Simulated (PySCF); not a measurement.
Isomers of C6H8NO (doublet state), one GFN2-xTB conformer each. Single-point energies are computed at B3LYP/pcH-1 (PySCF, gas phase, no added dispersion term), electronic only. GFN2-xTB treats the open shell by occupation alone, and not every SCF solution was tested for stability.

Task: Rank them by B3LYP/pcH-1 energy, lowest first (kJ/mol).
A. `[O:1]=[CH:2][C@H:3]1[CH2:4][C:5]=[N:6][CH2:7][CH2:8]1` (doublet state) with O1–C2–C3–C4 96°, C2–C3–C4–C5 164°, C3–C4–C5–N6 -14°, C5–N6–C7–C8 -16°, N6–C7–C8–C3 45°
B. `[CH3:1][C:2](=[O:3])[C:4]1[CH:5]=[CH:6][NH:7][CH2:8]1` (doublet state) with C1–C2–C4–C5 0°
C. `[CH3:1][C:2]#[C:3][C@@H:4]([CH3:5])[N:6][CH:7]=[O:8]` (doublet state) with C3–C4–N6–C7 157°, C4–N6–C7–O8 -29°
D. `[N:1]#[C:2][CH2:3][CH2:4][C:5]1[CH2:6][O:7][CH2:8]1` (doublet state) with C2–C3–C4–C5 64°, C3–C4–C5–C6 154°

Result: B (0.0), A (146.6), D (216.6), C (239.6).

As drawn, the lowest has an N–H bond, which the highest lacks. GFN2-xTB itself gives, in the same order: 0.0, 149.1, 235.7, 222.7. Both levels put the same isomer lowest; measured from each level's own lowest isomer, the values differ by up to 19.1 kJ/mol (N#CCC[C]1COC1: 235.7 against 216.6).
